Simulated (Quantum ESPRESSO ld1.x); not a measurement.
Ag4+, configuration [Ar] 3d10 4s2 4p5.5 4d7 4f0.5 (fractional occupations, a model configuration).

Method: Dirac Kohn-Sham, Engel-Vosko exchange with Perdew-Wang LDA correlation, spin-unpolarised, spherical densities, point nucleus; open shells fill j = l - 1/2 first; computed with ld1.x of Quantum ESPRESSO 7.5.

Energy parts (hartree):
total: -5313.51
kinetic: 5560.49
electron-nucleus: -12785.48
Hartree: 2061.06
exchange-correlation: -149.58

Orbitals (lengths in bohr, moments of r in powers of bohr; r(max) is where P^2 peaks; r(90%) holds 90 % of the orbital's charge):
[
 {"orbital": "1s1/2", "occ.": "2", "eigenvalue (hartree)": "-932.886", "r(90%)": "0.0558", "r(max)": "0.02014", "<r>": "0.03109", "<r^4>": "4.446e-06"},
 {"orbital": "2s1/2", "occ.": "2", "eigenvalue (hartree)": "-139.362", "r(90%)": "0.208", "r(max)": "0.1140", "<r>": "0.1345", "<r^4>": "0.0007888"},
 {"orbital": "2p1/2", "occ.": "2", "eigenvalue (hartree)": "-129.578", "r(90%)": "0.187", "r(max)": "0.08824", "<r>": "0.1141", "<r^4>": "0.0005149"},
 {"orbital": "2p3/2", "occ.": "4", "eigenvalue (hartree)": "-123.142", "r(90%)": "0.194", "r(max)": "0.09249", "<r>": "0.1192", "<r^4>": "0.0005935"},
 {"orbital": "3s1/2", "occ.": "2", "eigenvalue (hartree)": "-27.4780", "r(90%)": "0.541", "r(max)": "0.3325", "<r>": "0.3676", "<r^4>": "0.03670"},
 {"orbital": "3p1/2", "occ.": "2", "eigenvalue (hartree)": "-23.5992", "r(90%)": "0.542", "r(max)": "0.3192", "<r>": "0.3595", "<r^4>": "0.03641"},
 {"orbital": "3p3/2", "occ.": "4", "eigenvalue (hartree)": "-22.4610", "r(90%)": "0.557", "r(max)": "0.3290", "<r>": "0.3703", "<r^4>": "0.04076"},
 {"orbital": "3d3/2", "occ.": "4", "eigenvalue (hartree)": "-15.6404", "r(90%)": "0.543", "r(max)": "0.2723", "<r>": "0.3431", "<r^4>": "0.03687"},
 {"orbital": "3d5/2", "occ.": "6", "eigenvalue (hartree)": "-15.4109", "r(90%)": "0.548", "r(max)": "0.2752", "<r>": "0.3466", "<r^4>": "0.03822"},
 {"orbital": "4s1/2", "occ.": "2", "eigenvalue (hartree)": "-5.72755", "r(90%)": "1.30", "r(max)": "0.8199", "<r>": "0.8981", "<r^4>": "1.224"},
 {"orbital": "4p1/2", "occ.": "2", "eigenvalue (hartree)": "-4.48736", "r(90%)": "1.39", "r(max)": "0.8545", "<r>": "0.9532", "<r^4>": "1.633"},
 {"orbital": "4p3/2", "occ.": "3.5", "eigenvalue (hartree)": "-4.29192", "r(90%)": "1.43", "r(max)": "0.8776", "<r>": "0.9796", "<r^4>": "1.821"},
 {"orbital": "4d3/2", "occ.": "4", "eigenvalue (hartree)": "-2.35642", "r(90%)": "1.79", "r(max)": "0.9833", "<r>": "1.172", "<r^4>": "4.398"},
 {"orbital": "4d5/2", "occ.": "3", "eigenvalue (hartree)": "-2.32909", "r(90%)": "1.81", "r(max)": "0.9916", "<r>": "1.183", "<r^4>": "4.559"},
 {"orbital": "5s1/2", "occ.": "0", "eigenvalue (hartree)": "-1.65795", "r(90%)": "3.12", "r(max)": "2.011", "<r>": "2.192", "<r^4>": "40.93"},
 {"orbital": "5p1/2", "occ.": "0", "eigenvalue (hartree)": "-1.35609", "r(90%)": "3.51", "r(max)": "2.260", "<r>": "2.462", "<r^4>": "65.46"},
 {"orbital": "5p3/2", "occ.": "0", "eigenvalue (hartree)": "-1.32741", "r(90%)": "3.58", "r(max)": "2.314", "<r>": "2.515", "<r^4>": "70.92"},
 {"orbital": "5d3/2", "occ.": "0", "eigenvalue (hartree)": "-0.90357", "r(90%)": "4.64", "r(max)": "2.963", "<r>": "3.230", "<r^4>": "195.8"},
 {"orbital": "5d5/2", "occ.": "0", "eigenvalue (hartree)": "-0.89960", "r(90%)": "4.66", "r(max)": "2.980", "<r>": "3.246", "<r^4>": "199.5"},
 {"orbital": "4f5/2", "occ.": "0.5", "eigenvalue (hartree)": "-0.75493", "r(90%)": "4.42", "r(max)": "2.486", "<r>": "2.801", "<r^4>": "150.0"},
 {"orbital": "4f7/2", "occ.": "0", "eigenvalue (hartree)": "-0.75456", "r(90%)": "4.42", "r(max)": "2.489", "<r>": "2.804", "<r^4>": "150.5"},
 {"orbital": "5f5/2", "occ.": "0", "eigenvalue (hartree)": "-0.46745", "r(90%)": "7.66", "r(max)": "5.515", "<r>": "5.101", "<r^4>": "1452"},
 {"orbital": "5f7/2", "occ.": "0", "eigenvalue (hartree)": "-0.46715", "r(90%)": "7.66", "r(max)": "5.519", "<r>": "5.105", "<r^4>": "1456"}
]

The highest occupied level is 4f5/2 at -20.543 eV. The configuration is held as typed, so some empty levels lie below it. The density falls to 0.001 e/bohr^3 at r = 3.40 bohr.
